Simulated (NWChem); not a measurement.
System: C$_{3}$H$_{3}$F$_{3}$; SMILES C(F)(F)(F)C=C

NWChem input:

```
start job
memory heap 200 mb stack 900 mb global 1100 mb
geometry units angstroms noautoz
  C     -0.030773    -2.111996     0.000000
  C      0.658829    -0.975055     0.000000
  C      0.015500     0.376288     0.000000
  F     -1.331354     0.314444     0.000000
  F      0.390865     1.091403     1.085974
  F      0.390865     1.091403    -1.085974
  H      0.472105    -3.074063     0.000000
  H     -1.116149    -2.118573     0.000000
  H      1.745104    -0.950788     0.000000
end
basis spherical
  * library def2-svp
end
dft
  xc b3lyp
  iterations 150
  mulliken
end
task dft energy
```

Parts of the log:

```
             Northwest Computational Chemistry Package (NWChem) 7.3.0
             --------------------------------------------------------

 CS  symmetry detected

                             Geometry "geometry" -> ""
                             -------------------------

 Output coordinates in angstroms (scale by  1.889725989 to convert to a.u.)

  No.       Tag          Charge          X              Y              Z
 ---- ---------------- ---------- -------------- -------------- --------------
    1 C                    6.0000    -0.00985552    -2.11360286     0.00000000
    2 C                    6.0000     0.66828268    -0.96978717     0.00000000
    3 C                    6.0000     0.01140198     0.37502057     0.00000000
    4 F                    9.0000    -1.33476229     0.29964061     0.00000000
    5 F                    9.0000     0.37955941     1.09387274     1.08597400
    6 F                    9.0000     0.37955941     1.09387274    -1.08597400
    7 H                    1.0000     0.50266813    -3.07056614     0.00000000
    8 H                    1.0000    -1.09511056    -2.13109014     0.00000000
    9 H                    1.0000     1.75425885    -0.93460175     0.00000000

 Effective nuclear repulsion energy (a.u.)     251.1578916444

      Symmetry information
      --------------------

 Group name             Cs
 Group number              2
 Group order               2
 No. of unique centers     8

                                 NWChem DFT Module
                                 -----------------

 Summary of "ao basis" -> "ao basis" (spherical)
 ------------------------------------------------------------------------------
       Tag                 Description            Shells   Functions and Types
 ---------------- ------------------------------  ------  ---------------------
 C                          def2-svp                 6       14   3s2p1d
 F                          def2-svp                 6       14   3s2p1d
 H                          def2-svp                 3        5   2s1p

      Symmetry analysis of basis
      --------------------------

        a'         66
        a"         33

            General Information
            -------------------
          SCF calculation type: DFT
          Wavefunction type:  closed shell.
          No. of atoms     :     9
          No. of electrons :    48
           Alpha electrons :    24
            Beta electrons :    24
          Charge           :     0
          Spin multiplicity:     1
          Use of symmetry is: on ; symmetry adaption is: on
          Maximum number of iterations: 150
          AO basis - number of functions:    99
                     number of shells:    45
          Convergence on energy requested:  1.00D-06
          Convergence on density requested:  1.00D-05
          Convergence on gradient requested:  5.00D-04

              XC Information
              --------------
                         B3LYP Method XC Potential
                     Hartree-Fock (Exact) Exchange  0.200
                        Slater Exchange Functional  0.800 local
                    Becke 1988 Exchange Functional  0.720 non-local
              Lee-Yang-Parr Correlation Functional  0.810
                  VWN I RPA Correlation Functional  0.190 local

             Grid Information
             ----------------
          Grid used for XC integration:  medium
          Radial quadrature: Mura-Knowles
          Angular quadrature: Lebedev.
          Tag              B.-S. Rad. Rad. Pts. Rad. Cut. Ang. Pts.
          ---              ---------- --------- --------- ---------
          C                   0.70       49          10.0       434
          F                   0.50       49          11.0       434
          H                   0.35       45          10.0       434
          Grid pruning is: on
          Number of quadrature shells:   380
          Spatial weights used:  Erf1

      Superposition of Atomic Density Guess
      -------------------------------------

 Sum of atomic energies:        -412.24980271

      Non-variational initial energy
      ------------------------------

 Total energy =    -414.613823
 1-e energy   =   -1069.769132
 2-e energy   =     403.997417
 HOMO         =      -0.344738
 LUMO         =      -0.005287

      Symmetry analysis of molecular orbitals - initial
      -------------------------------------------------

  Numbering of irreducible representations:

     1 a'          2 a"

  Orbital symmetries:

     1 a'          2 a'          3 a"          4 a'          5 a'
     6 a'          7 a'          8 a'          9 a"         10 a'
    11 a'         12 a'         13 a'         14 a"         15 a'
    16 a'         17 a"         18 a'         19 a"         20 a"
    21 a'         22 a'         23 a'         24 a"         25 a"
    26 a'         27 a'         28 a'         29 a'         30 a'
    31 a"         32 a'         33 a'         34 a'

     ---------------------------------------------
      Total Density - Mulliken Population Analysis
     ---------------------------------------------

    Atom       Charge   Shell Charges
 -----------   ------   -------------------------------------------------------
    1 C    6     6.15   1.99  0.96  0.27  1.97  0.93  0.03
    2 C    6     6.25   1.99  0.98  0.28  1.99  0.98  0.03
    3 C    6     4.62   1.99  0.82  0.09  1.23  0.35  0.14
    4 F    9     9.42   1.99  1.14  0.77  3.45  2.06  0.00
    5 F    9     9.43   1.99  1.14  0.77  3.46  2.06  0.00
    6 F    9     9.43   1.99  1.14  0.77  3.46  2.06  0.00
    7 H    1     0.90   0.67  0.20  0.03
    8 H    1     0.90   0.67  0.20  0.03
    9 H    1     0.90   0.67  0.20  0.02

   convergence    iter        energy       DeltaE   RMS-Dens  Diis-err
 ---------------- ----- ----------------- --------- --------- ---------
 d= 0,ls=0.0,diis     1   -415.1473381148 -6.66D+02  1.73D-02  1.60D+00
 d= 0,ls=0.0,diis     2   -415.0281160231  1.19D-01  9.61D-03  3.36D+00
 d= 0,ls=0.0,diis     3   -415.3167888522 -2.89D-01  1.79D-03  4.38D-02
 d= 0,ls=0.0,diis     4   -415.3188568721 -2.07D-03  9.56D-04  1.76D-02
 d= 0,ls=0.0,diis     5   -415.3207844227 -1.93D-03  2.90D-04  2.00D-03
  Resetting Diis
 d= 0,ls=0.0,diis     6   -415.3210188652 -2.34D-04  4.36D-05  2.26D-05
 d= 0,ls=0.0,diis     7   -415.3210216427 -2.78D-06  1.82D-05  1.86D-06
 d= 0,ls=0.0,diis     8   -415.3210215386  1.04D-07  9.96D-06  3.12D-06

         Total DFT energy =     -415.321021538647
      One electron energy =    -1071.947968750664
           Coulomb energy =      454.219133510509
    Exchange-Corr. energy =      -48.750077942883
 Nuclear repulsion energy =      251.157891644390

 Numeric. integr. density =       47.999997327928

                  Occupations of the irreducible representations
                  ----------------------------------------------

                     irrep           alpha         beta
                     --------     --------     --------
                     a'               17.0         17.0
                     a"                7.0          7.0

                       DFT Final Molecular Orbital Analysis
                       ------------------------------------

 Vector   22  Occ=2.000000D+00  E=-4.068990D-01  Symmetry=a"
              MO Center= -8.9D-02,  8.7D-01,  1.2D-14, r^2= 2.0D+00
   Bfn.  Coefficient  Atom+Function         Bfn.  Coefficient  Atom+Function
  ----- ------------  ---------------      ----- ------------  ---------------
    48      0.372847  4 F  pz                60      0.317220  5 F  px
    74     -0.317220  6 F  px                51     -0.250530  4 F  pz
    62     -0.236679  5 F  pz                76     -0.236679  6 F  pz
    63     -0.212754  5 F  px                77      0.212754  6 F  px
    61      0.161373  5 F  py                75     -0.161373  6 F  py

 Vector   23  Occ=2.000000D+00  E=-3.777976D-01  Symmetry=a'
              MO Center=  2.2D-01, -5.9D-01,  2.8D-14, r^2= 3.4D+00
   Bfn.  Coefficient  Atom+Function         Bfn.  Coefficient  Atom+Function
  ----- ------------  ---------------      ----- ------------  ---------------
    33      0.250325  3 C  py                61      0.236640  5 F  py
    75      0.236640  6 F  py                19     -0.226096  2 C  py
    18      0.218243  2 C  px                85     -0.213411  7 H  s
    95      0.194093  9 H  s                 90      0.176078  8 H  s
    47      0.164779  4 F  py                64     -0.163044  5 F  py

 Vector   24  Occ=2.000000D+00  E=-3.090637D-01  Symmetry=a"
              MO Center=  3.2D-01, -1.4D+00, -1.6D-15, r^2= 1.7D+00
   Bfn.  Coefficient  Atom+Function         Bfn.  Coefficient  Atom+Function
  ----- ------------  ---------------      ----- ------------  ---------------
    20      0.419198  2 C  pz                 6      0.401121  1 C  pz
     9      0.262072  1 C  pz                23      0.258930  2 C  pz
    61     -0.117028  5 F  py                75      0.117028  6 F  py
    64      0.083085  5 F  py                78     -0.083085  6 F  py
    48      0.062981  4 F  pz                51     -0.044743  4 F  pz

 Vector   25  Occ=0.000000D+00  E=-3.281716D-02  Symmetry=a"
              MO Center=  2.7D-01, -1.4D+00, -4.9D-16, r^2= 2.2D+00
   Bfn.  Coefficient  Atom+Function         Bfn.  Coefficient  Atom+Function
  ----- ------------  ---------------      ----- ------------  ---------------
     9      0.607751  1 C  pz                23     -0.546334  2 C  pz
     6      0.438071  1 C  pz                20     -0.414328  2 C  pz
    34     -0.146208  3 C  pz                61      0.118331  5 F  py
    75     -0.118331  6 F  py                37     -0.096257  3 C  pz
    64     -0.095404  5 F  py                78      0.095404  6 F  py

 Vector   26  Occ=0.000000D+00  E= 6.602655D-02  Symmetry=a'
              MO Center=  1.3D+00, -2.0D+00, -9.2D-16, r^2= 4.4D+00
   Bfn.  Coefficient  Atom+Function         Bfn.  Coefficient  Atom+Function
  ----- ------------  ---------------      ----- ------------  ---------------
    96     -1.402601  9 H  s                  3      1.378370  1 C  s
    86     -1.369823  7 H  s                 17      0.710330  2 C  s
    21      0.660431  2 C  px                 8     -0.390108  1 C  py
    91     -0.270150  8 H  s                 18      0.218228  2 C  px
    22      0.207964  2 C  py                 2      0.188218  1 C  s

 Vector   27  Occ=0.000000D+00  E= 9.458984D-02  Symmetry=a'
              MO Center= -5.1D-01, -2.0D+00,  9.4D-16, r^2= 5.0D+00
   Bfn.  Coefficient  Atom+Function         Bfn.  Coefficient  Atom+Function
  ----- ------------  ---------------      ----- ------------  ---------------
     3      1.962283  1 C  s                 91     -1.811666  8 H  s
    96      1.050200  9 H  s                 17     -0.996532  2 C  s
    86     -0.659306  7 H  s                  7     -0.499712  1 C  px
    21     -0.340516  2 C  px                 2      0.235030  1 C  s
     4     -0.197627  1 C  px                22      0.161234  2 C  py

     ---------------------------------------------
      Total Density - Mulliken Population Analysis
     ---------------------------------------------

    Atom       Charge   Shell Charges
 -----------   ------   -------------------------------------------------------
    1 C    6     5.99   1.99  0.91  0.22  2.06  0.79  0.03
    2 C    6     6.13   1.99  0.92  0.26  2.11  0.82  0.03
    3 C    6     5.46   1.99  0.95  0.00  1.88  0.47  0.18
    4 F    9     9.18   1.99  1.14  0.76  3.36  1.92  0.01
    5 F    9     9.18   1.99  1.14  0.77  3.35  1.92  0.01
    6 F    9     9.18   1.99  1.14  0.77  3.35  1.92  0.01
    7 H    1     0.96   0.74  0.19  0.02
    8 H    1     0.95   0.74  0.19  0.02
    9 H    1     0.97   0.75  0.19  0.02

     -------------------------------------------
      Total Density - Lowdin Population Analysis
     -------------------------------------------

    Atom       Charge   Shell Charges
 -----------   ------   -------------------------------------------------------
    1 C    6     6.00   1.97  0.60  0.31  1.85  1.20  0.07
    2 C    6     6.07   1.97  0.62  0.30  1.92  1.17  0.08
    3 C    6     5.82   1.96  0.61  0.28  1.69  0.91  0.37
    4 F    9     9.07   1.98  1.02  0.74  3.22  2.10  0.01
    5 F    9     9.07   1.98  1.02  0.74  3.22  2.10  0.01
    6 F    9     9.07   1.98  1.02  0.74  3.22  2.10  0.01
    7 H    1     0.97   0.63  0.26  0.07
    8 H    1     0.97   0.63  0.27  0.07
    9 H    1     0.96   0.63  0.26  0.07

     Multipole analysis of the density
     ---------------------------------

     L   x y z        total         alpha         beta         nuclear
     -   - - -        -----         -----         ----         -------
     0   0 0 0     -0.000000    -24.000000    -24.000000     48.000000

     1   1 0 0      0.257242      0.128621      0.128621      0.000000
     1   0 1 0     -0.866437     -0.433219     -0.433219      0.000000
     1   0 0 1     -0.000000     -0.000000     -0.000000      0.000000

     2   2 0 0    -23.440548    -57.854549    -57.854549     92.268550
     2   1 1 0     -0.349968      1.098580      1.098580     -2.547127
     2   1 0 1     -0.000000     -0.000000     -0.000000      0.000000
     2   0 2 0    -22.410115   -137.049662   -137.049662    251.689208
     2   0 1 1      0.000000      0.000000      0.000000      0.000000
     2   0 0 2    -25.953746    -50.880349    -50.880349     75.806951
```

Level: B3LYP/def2-SVP. Geometry: optimised at B3LYP/6-31G* (spherical d).
